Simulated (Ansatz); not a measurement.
Consider the ligand exchange at the Se–B bond: `C[Se]BF` + `[AsH3]` → `C[Se][AsH2]` + `BF`.

Program: Ansatz. Geometries: PBE0-D4/def2-TZVP. ΔE: electronic, gas phase. CCSD(T)/CBS is the MP2 limit (def2-TZVPP, def2-QZVPP) plus CCSD(T) − MP2 in def2-TZVPP, frozen cores. This one scheme is used for every species. Functionals use def2-TZVPP. B3LYP here is the variant with VWN-RPA as its local correlation; programs differ in this. HSE06 is defined as in plane-wave codes. For As, Se outer-core shells are correlated without core-valence functions, which leaves a few kJ/mol of doubt a bond. Scalar relativity is left out up to krypton. One conformer a species, not always the lowest.

```tsv
level	ΔE (kJ/mol)	difference from CCSD(T)/CBS
LDA (SPW92)	63.6	19.7
PBE-D4	47.7	3.8
revPBE-D4	44.6	0.7
BLYP-D4	38.3	-5.6
r2SCAN-D4	50.5	6.6
B97M-V	55.8	11.9
PBE0-D4	45.4	1.5
r2SCANh-D4	49.3	5.4
r2SCAN0-D4	47.4	3.5
HSE06-D4	45.1	1.2
BHLYP-D4	34.8	-9.1
CAM-B3LYP-D4	43.4	-0.5
ωB97M-V	44.0	0.1
B2PLYP	42.2	-1.7
PBE-QIDH	45.7	1.8
PBE	49.6	5.7
revPBE	45.9	2.0
BLYP	41.7	-2.2
r2SCAN	50.9	7.0
PBE0	47.1	3.2
B3LYP	41.4	-2.5
r2SCANh	49.7	5.8
r2SCAN0	48.0	4.1
HSE06	46.8	2.9
BHLYP	39.2	-4.7
LC-ωPBE	48.9	5.0
RPA@PBE/def2-TZVPP	45.3	1.4
HF/def2-SVP	40.8	-3.1
CCSD/def2-SVP	54.0	10.1
CCSD(T)/def2-SVP	55.9	12.0
HF/def2-TZVPP	31.5	-12.4
MP2/def2-TZVPP	43.8	-0.1
SCS-MP2/def2-TZVPP	40.0	-3.9
CCSD/def2-TZVPP	45.7	1.8
HF/def2-QZVPP	30.6	-13.3
MP2/def2-QZVPP	41.6	-2.3
SCS-MP2/def2-QZVPP	38.2	-5.7
HF/CBS(def2)	30.4	-13.5
MP2/CBS(def2)	40.5	-3.4
CCSD/CBS(def2)	42.4	-1.5
CCSD(T)/CBS	43.9	0
```

Largest T1 diagnostic among the species: 0.013.

The D4 term adds −3.3 kJ/mol with B3LYP and −1.7 kJ/mol with PBE0; it sums over pairs of atoms, weighted by their polarisabilities, and B3LYP, whose exchange is more repulsive, gets the larger term. In def2-TZVPP, CCSD(T) changes the Hartree–Fock value by +15.8 kJ/mol (the triples alone add +1.5 kJ/mol) and MP2 by +12.4 kJ/mol. At CCSD(T), def2-SVP lies +12.0 kJ/mol from the extrapolated value and def2-TZVPP +3.3 kJ/mol.
